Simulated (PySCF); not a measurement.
C$_{3}$H$_{11}$GaN$_{2}$ (SMILES C[NH][Ga]([CH3])[NH]C), singlet, at a GFN2-xTB geometry (such geometries of metal compounds can be far from the true shape); PySCF with CASSCF(2,4)/STO-3G.

The PySCF input:
```python
from pyscf import gto, scf, mcscf
import numpy

mol = gto.Mole()
mol.atom = '''
    Ga    0.150326    0.207868    0.222533
    C     0.617761    1.959350    1.117251
    H     1.339417    1.799012    1.919707
    H    -0.276093    2.423496    1.538271
    H     1.048550    2.653720    0.393414
    N    -1.030446    0.097675   -1.178266
    C    -1.759526    1.191732   -1.807133
    H    -1.264852   -0.788774   -1.609610
    H    -2.844377    1.063301   -1.715028
    H    -1.515623    1.281677   -2.872175
    H    -1.484789    2.127279   -1.315246
    N     0.910457   -1.368818    0.772514
    C     0.736668   -2.732410    0.288397
    H     1.555214   -1.345583    1.555220
    H     0.325077   -3.388435    1.064401
    H     1.685142   -3.161272   -0.055442
    H     0.042743   -2.722351   -0.552870
'''
mol.basis = 'sto-3g'
mol.charge = 0
mol.spin = 0
mol.verbose = 4
mol.build()

mf = scf.RHF(mol)
mf.kernel()
mc = mcscf.CASSCF(mf, 4, 2)
mc.kernel()
occ = numpy.linalg.eigvalsh(mc.fcisolver.make_rdm1(mc.ci, mc.ncas, mc.nelecas))[::-1]
ss = mc.fcisolver.spin_square(mc.ci, mc.ncas, mc.nelecas)[0]
print('natural occupations', occ.round(4), ' <S^2>', round(ss, 4))
```

It wrote (shortened):

```
PySCF version 2.14.0

[INPUT] verbose = 4
[INPUT] num. atoms = 17
[INPUT] num. electrons = 74
[INPUT] charge = 0
[INPUT] spin (= nelec alpha-beta = 2S) = 0
[INPUT] symmetry False subgroup None
[INPUT] Mole.unit = angstrom
[INPUT] Symbol           X                Y                Z      unit          X                Y                Z       unit  Magmom
[...]
nuclear repulsion = 459.795175427312
number of shells = 34
number of NR pGTOs = 162
number of NR cGTOs = 54
basis = sto-3g
ecp = {}

******** <class 'pyscf.scf.hf.RHF'> ********
method = RHF
initial guess = minao
damping factor = 0
level_shift factor = 0
DIIS = <class 'pyscf.scf.diis.CDIIS'>
diis_start_cycle = 1
diis_space = 8
diis_damp = 0
SCF conv_tol = 1e-09
SCF conv_tol_grad = None
SCF max_cycles = 50
direct_scf = True
direct_scf_tol = 1e-13
Set gradient conv threshold to 3.16228e-05
Initial guess from minao.
init E= -2125.14055940954
[...]
cycle= 1 E= -2126.83262229726  delta_E= -1.69  |g|= 0.655  |ddm|= 4.78
[...]
cycle= 2 E= -2127.03057691292  delta_E= -0.198  |g|= 0.144  |ddm|= 1.41
[...]
cycle= 3 E= -2127.0377198322  delta_E= -0.00714  |g|= 0.04  |ddm|= 0.233
[...]
cycle= 4 E= -2127.03844677933  delta_E= -0.000727  |g|= 0.0101  |ddm|= 0.0777
[...]
cycle= 5 E= -2127.03852369579  delta_E= -7.69e-05  |g|= 0.0031  |ddm|= 0.0283
[...]
cycle= 6 E= -2127.03853447575  delta_E= -1.08e-05  |g|= 0.00127  |ddm|= 0.0119
[...]
cycle= 7 E= -2127.03853699401  delta_E= -2.52e-06  |g|= 0.000499  |ddm|= 0.00702
[...]
cycle= 8 E= -2127.03853744378  delta_E= -4.5e-07  |g|= 0.000171  |ddm|= 0.00349
[...]
cycle= 9 E= -2127.03853748855  delta_E= -4.48e-08  |g|= 5.71e-05  |ddm|= 0.00103
[...]
cycle= 10 E= -2127.03853749375  delta_E= -5.19e-09  |g|= 1.83e-05  |ddm|= 0.000367
[...]
cycle= 11 E= -2127.03853749431  delta_E= -5.67e-10  |g|= 9.76e-06  |ddm|= 8.53e-05
[...]
Extra cycle  E= -2127.03853749444  delta_E= -1.26e-10  |g|= 6.96e-06  |ddm|= 3.02e-05
converged SCF energy = -2127.03853749444

******** <class 'pyscf.mcscf.mc1step.CASSCF'> ********
CAS (1e+1e, 4o), ncore = 36, nvir = 14
max_cycle_macro = 50
max_cycle_micro = 4
conv_tol = 1e-07
conv_tol_grad = None
orbital rotation max_stepsize = 0.02
orbital rotation threshold for CI restart = 0.01
augmented hessian ah_max_cycle = 30
augmented hessian ah_conv_tol = 1e-12
augmented hessian ah_linear dependence = 1e-14
augmented hessian ah_level shift = 1e-08
augmented hessian ah_start_tol = 2.5
augmented hessian ah_start_cycle = 3
augmented hessian ah_grad_trust_region = 3
kf_trust_region = 3
kf_interval = 4
ci_response_space = 4
ci_grad_trust_region = 3
with_dep4 0
natorb = False
canonicalization = True
sorting_mo_energy = False
ao2mo_level = 2
internal_rotation = False
******** <class 'pyscf.fci.direct_spin1.FCISolver'> ********
max. cycles = 50
conv_tol = 1e-08
davidson only = False
linear dependence = 1e-12
level shift = 0.001
max iter space = 12
nroots = 1
pspace_size = 400
spin = None
CASCI E = -2127.04127954915  S^2 = 0.0000000
Set conv_tol_grad to 0.000316228
macro iter   1 ( 21 JK    4 micro), CASSCF E = -2127.04214859692  dE = -8.69047771e-04  S^2 = 0.0000000
               |grad[o]|=0.011  |grad[c]|=0.00437  |ddm|=0.0146  |maxRot[o]|=0.112
macro iter   2 ( 21 JK    4 micro), CASSCF E = -2127.04245802075  dE = -3.09423831e-04  S^2 = 0.0000000
               |grad[o]|=0.00588  |grad[c]|=0.00278  |ddm|=0.00602  |maxRot[o]|=0.165
macro iter   3 (  7 JK    2 micro), CASSCF E = -2127.04281776723  dE = -3.59746480e-04  S^2 = 0.0000000
               |grad[o]|=0.00334  |grad[c]|=0.00141  |ddm|=0.00981  |maxRot[o]|=0.0699
macro iter   4 (  7 JK    2 micro), CASSCF E = -2127.04313948982  dE = -3.21722592e-04  S^2 = 0.0000000
               |grad[o]|=0.00318  |grad[c]|=0.000901  |ddm|=0.0106  |maxRot[o]|=0.0699
macro iter   5 ( 12 JK    3 micro), CASSCF E = -2127.04359589204  dE = -4.56402217e-04  S^2 = 0.0000000
               |grad[o]|=0.00345  |grad[c]|=0.0402  |ddm|=0.0579  |maxRot[o]|=0.145
[...]
               |grad[o]|=0.00293  |grad[c]|=0.00187  |ddm|=0.00137  |maxRot[o]|=0.0404
macro iter  32 ( 17 JK    4 micro), CASSCF E = -2127.05056422783  dE = -7.71859286e-05  S^2 = 0.0000000
               |grad[o]|=0.00128  |grad[c]|=0.00374  |ddm|=0.00444  |maxRot[o]|=0.0352
macro iter  33 ( 13 JK    4 micro), CASSCF E = -2127.05044171090  dE =  1.22516929e-04  S^2 = 0.0000000
               |grad[o]|=0.00149  |grad[c]|=0.00336  |ddm|=0.00616  |maxRot[o]|=0.0496
macro iter  34 ( 21 JK    4 micro), CASSCF E = -2127.05053560061  dE = -9.38897169e-05  S^2 = 0.0000000
               |grad[o]|=0.00201  |grad[c]|=0.00156  |ddm|=0.00142  |maxRot[o]|=0.034
macro iter  35 (  7 JK    2 micro), CASSCF E = -2127.05058863959  dE = -5.30389721e-05  S^2 = 0.0000000
               |grad[o]|=0.00105  |grad[c]|=0.000448  |ddm|=0.00328  |maxRot[o]|=0.0323
macro iter  36 ( 15 JK    4 micro), CASSCF E = -2127.05039343424  dE =  1.95205352e-04  S^2 = 0.0000000
               |grad[o]|=0.00149  |grad[c]|=0.00639  |ddm|=0.0103  |maxRot[o]|=0.078
macro iter  37 ( 21 JK    4 micro), CASSCF E = -2127.05050097565  dE = -1.07541416e-04  S^2 = 0.0000000
               |grad[o]|=0.00295  |grad[c]|=0.00158  |ddm|=0.000934  |maxRot[o]|=0.0326
macro iter  38 ( 21 JK    4 micro), CASSCF E = -2127.05050056500  dE =  4.10652319e-07  S^2 = 0.0000000
               |grad[o]|=0.0011  |grad[c]|=0.00342  |ddm|=0.00373  |maxRot[o]|=0.0129
macro iter  39 ( 24 JK    4 micro), CASSCF E = -2127.05055651508  dE = -5.59500822e-05  S^2 = 0.0000000
               |grad[o]|=0.00119  |grad[c]|=0.00122  |ddm|=0.00166  |maxRot[o]|=0.024
macro iter  40 ( 21 JK    4 micro), CASSCF E = -2127.05055213949  dE =  4.37559538e-06  S^2 = 0.0000000
               |grad[o]|=0.000882  |grad[c]|=0.00268  |ddm|=0.00301  |maxRot[o]|=0.00934
macro iter  41 ( 25 JK    4 micro), CASSCF E = -2127.05058804917  dE = -3.59096853e-05  S^2 = 0.0000000
               |grad[o]|=0.000921  |grad[c]|=0.000986  |ddm|=0.00119  |maxRot[o]|=0.0221
macro iter  42 ( 16 JK    4 micro), CASSCF E = -2127.05059699501  dE = -8.94584082e-06  S^2 = 0.0000000
               |grad[o]|=0.000642  |grad[c]|=0.00174  |ddm|=0.00167  |maxRot[o]|=0.00699
macro iter  43 (  6 JK    2 micro), CASSCF E = -2127.05061312778  dE = -1.61327671e-05  S^2 = 0.0000000
               |grad[o]|=0.000459  |grad[c]|=9.27e-05  |ddm|=0.00189  |maxRot[o]|=0.0232
macro iter  44 ( 13 JK    4 micro), CASSCF E = -2127.05061410470  dE = -9.76923729e-07  S^2 = 0.0000000
               |grad[o]|=0.000756  |grad[c]|=0.000493  |ddm|=0.0016  |maxRot[o]|=0.00368
macro iter  45 ( 11 JK    4 micro), CASSCF E = -2127.05061439744  dE = -2.92736786e-07  S^2 = 0.0000000
               |grad[o]|=0.000252  |grad[c]|=0.000569  |ddm|=0.000551  |maxRot[o]|=0.00105
macro iter  46 (  9 JK    4 micro), CASSCF E = -2127.05061481602  dE = -4.18579475e-07  S^2 = 0.0000000
               |grad[o]|=0.000223  |grad[c]|=0.000504  |ddm|=0.000542  |maxRot[o]|=0.00127
macro iter  47 (  3 JK    1 micro), CASSCF E = -2127.05061598560  dE = -1.16958608e-06  S^2 = 0.0000000
               |grad[o]|=0.000196  |grad[c]|=0.000539  |ddm|=0.000458  |maxRot[o]|=0.00635
macro iter  48 (  3 JK    1 micro), CASSCF E = -2127.05061610395  dE = -1.18343905e-07  S^2 = 0.0000000
               |grad[o]|=0.000152  |grad[c]|=0.000207  |ddm|=0.00025  |maxRot[o]|=0.00158
macro iter  49 (  3 JK    1 micro), CASSCF E = -2127.05061613089  dE = -2.69405973e-08  S^2 = 0.0000000
               |grad[o]|=7.61e-05  |grad[c]|=9.69e-05  |ddm|=0.000119  |maxRot[o]|=0.000583
1-step CASSCF converged in  49 macro (759 JK 169 micro) steps
CASSCF canonicalization
Density matrix diagonal elements [1.98141297e+00 7.20627752e-03 9.42530643e-03 1.95544444e-03]
CASSCF energy = -2127.05061613089
CASCI E = -2127.05061613089  E(CI) = -1.59639921089911  S^2 = 0.0000000
natural occupations [1.9816e+00 1.7400e-02 1.0000e-03 1.0000e-04]  <S^2> 0.0
```
